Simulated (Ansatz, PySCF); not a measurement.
The pair A = ethylamine (SMILES CCN) (first 10 atoms), B = HF (SMILES F); geometry from B3LYP-D3(BJ)/def2-TZVP.
(charge 0, multiplicity 1):
```xyz
12

C      1.2488     0.4907     0.0162
C     -0.2581     0.3102    -0.0588
N     -0.6906    -0.7789     0.8387
H      1.5661     1.3184    -0.6192
H      1.5586     0.6969     1.0408
H      1.7683    -0.4086    -0.3250
H     -0.5677     0.1293    -1.0943
H     -0.7585     1.2201     0.2771
H     -1.6941    -0.9165     0.7888
H     -0.2540    -1.6555     0.5716
F      0.0175    -0.0377     3.2182
H     -0.2674    -0.3668     2.3466
```

Correlated levels freeze the cores.

Programs: Ansatz (an electronic-structure program) with Gaussian orbitals; PySCF for the dispersion terms. Values without a source in brackets are computed.

The monomers are drawn apart, rigid, along the line of their centres of mass. Counterpoise-corrected interaction energies (kcal/mol):

| level | R = 3.560 Å | R = 4.208 Å |
|---|---|---|
| PBE/def2-TZVPPD | -10.6793 | -5.2513 |
| PBE-D3(BJ)/def2-TZVPPD | -11.3086 | -5.6028 |
| wB97M-V/def2-TZVPPD | -10.5022 | -5.2008 |
| CCSD(T)/aug-cc-pVDZ | -9.8992 | -5.0460 |

**Question.** R is the distance of the centres of mass. Find the local exponent m of E ∝ R⁻ᵐ between the two points.

**Answer.** 
m = ln(E₁/E₂)/ln(R₂/R₁): PBE/def2-TZVPPD 4.2; PBE-D3(BJ)/def2-TZVPPD 4.2; wB97M-V/def2-TZVPPD 4.2; CCSD(T)/aug-cc-pVDZ 4.0. For scale, two fixed dipoles give m = 3, dipole and quadrupole 4, quadrupoles 5, and dispersion or dipole-induced dipole 6 at long range; at these distances several terms mix, and what is left of overlap and damping shifts m, so it need not match one of them.
